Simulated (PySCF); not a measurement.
Compound: C7H13F.
Cartesian coordinates in Å at the PBE0-D3(BJ)/def2-SVP level; atoms count from 1:
```
atom  x, y, z in Å
C1     2.492   -1.727   -0.529
C2     1.502   -1.026   -1.076
F3     0.760   -1.575   -2.050
C4     1.062    0.358   -0.752
C5    -0.383    0.449   -0.239
C6    -0.831    1.905   -0.199
C7    -0.532   -0.249    1.114
C8    -1.964   -0.386    1.606
H9     2.712   -2.740   -0.870
H10    3.094   -1.289    0.267
H11    1.755    0.791   -0.012
H12    1.153    0.964   -1.671
H13   -1.018   -0.087   -0.969
H14   -0.741    2.378   -1.189
H15   -0.214    2.486    0.507
H16   -1.879    2.002    0.118
H17    0.071    0.299    1.862
H18   -0.077   -1.252    1.044
H19   -2.443    0.591    1.773
H20   -2.582   -0.938    0.879
H21   -2.005   -0.935    2.559
```

Computed with PySCF 2.14.0, density-fitted response routines, TDDFT wB97X-D/def2-SVPD, vertical, gas phase, core orbitals frozen in the response.

Ground-to-excited transition dipoles (e·a0, same axes as the geometry; the sign carries no meaning), for the states with f of 0.002 or more among the lowest 7:

```
state  E (hartree)      μx      μy      μz
   S1       0.2659  -1.025   0.619  -0.039
   S2       0.2701   0.572  -0.725   0.470
   S3       0.3063   0.167   0.016  -0.105
   S4       0.3087   0.204   0.083  -0.047
   S5       0.3169   0.182  -0.065  -0.080
   S6       0.3210  -0.405   0.071   0.207
   S7       0.3226   0.031   0.168   0.028
```

(1) What oscillator strength does each state have?

(2) Which bond between heavy atoms lies closest to the direction of the S1 transition dipole?

(3) What angle do the transition dipoles of S1 and S4 make?

(4) What peak molar absorption coefficient would the strongest computed level give as a lone Gaussian band 0.5 eV wide at half height?

Results:

(1) f = (2/3) ΔE |μ|² with ΔE in hartree (27.2114 eV).

```json
{"state": "S1", "|μ|² (au)": "1.435", "|μ| (D)": "3.05", "f": "0.254"}
{"state": "S2", "|μ|² (au)": "1.074", "|μ| (D)": "2.63", "f": "0.193"}
{"state": "S3", "|μ|² (au)": "0.039", "|μ| (D)": "0.50", "f": "0.008"}
{"state": "S4", "|μ|² (au)": "0.051", "|μ| (D)": "0.57", "f": "0.010"}
{"state": "S5", "|μ|² (au)": "0.044", "|μ| (D)": "0.53", "f": "0.009"}
{"state": "S6", "|μ|² (au)": "0.212", "|μ| (D)": "1.17", "f": "0.045"}
{"state": "S7", "|μ|² (au)": "0.030", "|μ| (D)": "0.44", "f": "0.006"}
```

(2) C1–C2, at 23° from it; next C4–C5 at 34°.

(3) |cos θ| = |μa·μb| / (|μa| |μb|) = 0.58, so θ ≈ 55° (taken between 0 and 90°, since the signs are arbitrary).

(4) ε(max) = 2.175×10⁸ f / FWHM, with the width in cm⁻¹. S1: 2.175×10⁸ × 0.2545 / 4033 ≈ 14000 L mol⁻¹ cm⁻¹.

The vertical ionisation energy (ΔSCF) is 9.44 eV, 0.67 eV above S7.

Hardware: one thread of an AMD EPYC (shared host). Cost: 4.9 min (grids of density and orbitals included), 1.2 GiB resident at most.

One conformer stands for the species.
